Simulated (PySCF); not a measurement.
**Telling isomers of C$_{6}$H$_{8}$F$_{2}$ apart by NMR**

In vacuum, single conformer, fast rotation and ring inversion assumed for equivalent nuclei, non-relativistic Hamiltonian. Shieldings: GIAO PBE0/pcSseg-1; coordinates at the GFN2-xTB level; PySCF 2.14.0 with density-fitted response routines.

Chemical shifts δ = σref − σ; $^{1}$H (31.72 ppm) and $^{13}$C (186.93 ppm) against TMS, all at this level. Splittings of carbon signals by F and P are missing where no couplings were computed. Where no couplings were computed, multiplicities follow the n + 1 count of equivalent neighbours, and m marks all less simple cases (inequivalent or close neighbours, rings, F or P nearby). Shifts are as computed. Against solution values, carbons near 30 ppm lie about +3 ppm off and those near 130 ppm about +5 ppm. Of 1211 compounds with measured shifts, 218 miss one by over three times the rms of a fit or turn the order of signals round; such compounds aren't used in these exercises.

(1) Tabulate the signals of `F[C@@H]1CC=C[C@@H](F)C1`, `F[C@@H]1[C@@H]2CC[C@H](F)[C@H]12` and their relative energies.

(2) What is the quickest way to tell F[C@@H]1CC=C[C@@H](F)C1 from F[C@@H]1[C@@H]2CC[C@H](F)[C@H]12?

Results:

(1) 
| SMILES | carbon types | δC | δH | E rel. (kcal/mol) |
| --- | --- | --- | --- | --- |
| F[C@@H]1CC=C[C@@H](F)C1 | 4×CH 2×CH2 | 140.0, 133.0, 88.9, 88.5, 40.1, 37.3 | 6.24 (m, 1H), 6.23 (m, 1H), 5.33 (m, 1H), 5.21 (m, 1H), 2.75 (m, 1H), 2.65 (m, 1H), 2.30 (m, 1H), 1.60 (m, 1H) | 0.0 |
| F[C@@H]1[C@@H]2CC[C@H](F)[C@H]12 | 4×CH 2×CH2 | 101.0, 78.8, 33.4, 30.0, 27.0, 25.9 | 5.88 (m, 1H), 4.78 (m, 1H), 2.24 (m, 1H), 2.14 (m, 1H), 2.08 (m, 1H), 2.03 (m, 1H), 1.55 (m, 1H), 1.30 (m, 1H) | 11.2 |

Energies are electronic energies at PBE0/pcSseg-1 on these geometries, without zero-point or thermal terms, each for the one conformer computed, which needn't be the lowest.

(2) Both give the same number of carbon signals, with the same numbers of each carbon type, so the positions decide. The first has an alkene CH at 140.0 ppm, the second a three-membered-ring carbon (CH) at 25.9 ppm. Their most deshielded carbons lie at 140.0 and 101.0 ppm.
